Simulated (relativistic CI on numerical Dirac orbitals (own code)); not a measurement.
# Hyperfine structure of Nd18+, mass number 145

Calculated at this level of theory: Dirac-Coulomb-Breit CI, separate exchange-only KLI orbitals for each configuration, QED by a radiative potential, unscaled Slater integrals (own radial code, finite nucleus).

Configuration list (outside the closed core [Ar] 3d10): 4s2.4p6.4d6, 4s2.4p5.4d7, 4s2.4p6.4d5.4f, 4s2.4p4.4d8, 4s.4p6.4d7, 4s2.4p6.4d5.5s, 4p6.4d8, 4s2.4p6.4d5.5p, 4s.4p6.4d6.4f, 4s2.4p6.4d5.5d, 4s2.4p6.4d4.5s2, 4s2.4p6.4d4.5p2, 4s2.4p6.4d5.6s, 4s2.4p6.4d5.6d. Levels of other configurations are missing.

Nuclear spin I = 7/2, μ = -0.656 μN, Q = -0.314 b (tables of Stone and Pyykkö). The electronic factors are computed for point nuclear moments, without core polarisation or the Bohr-Weisskopf and QED corrections.

```csv
Level,E (cm⁻¹),A (MHz),B (MHz)
4s2.4p6.4d6 5D_4,0.0,-565.6,-2160
4s2.4p6.4d6 5D_3,24561.7,-366.4,-390
4s2.4p6.4d6 5D_1,32311.3,-481.1,726
4s2.4p6.4d6 3G_5,58960.0,-829,-784
4s2.4p6.4d6 3H_6,60401.1,-902.1,1560
4s2.4p6.4d6 3F_2,68606.4,-1006,523
4s2.4p6.4d6 3H_4,85651.0,-931.3,222
4s2.4p6.4d6 3D_1,87686.5,-963.8,-876
```

Levels with J = 0, under 50 % of one LS term, or S terms without an open s electron are left out. Small factors come from cancelling terms and can be off by tens of per cent or more.

At this charge energies of transitions that change n are usually good to better than 1 %, and those within a shell (Δn = 0) to a few per cent. Terms inside the open d or f shell come out 10 to 20 % too wide with unscaled integrals.

Give the hyperfine levels of 4s2.4p6.4d6 5D_4 relative to its centre of gravity.

With K = F(F + 1) − I(I + 1) − J(J + 1), E = AK/2 + B[¾K(K + 1) − I(I + 1)J(J + 1)]/[2I(2I − 1)J(2J − 1)]: F = 1/2: 8837, F = 3/2: 8262, F = 5/2: 7247, F = 7/2: 5711, F = 9/2: 3538, F = 11/2: 578.4, F = 13/2: -3349, F = 15/2: -8458 MHz.

LS names give the leading component of a level, which can be under half, so a name can repeat, a term be missing and a line seem to break the LS rules.
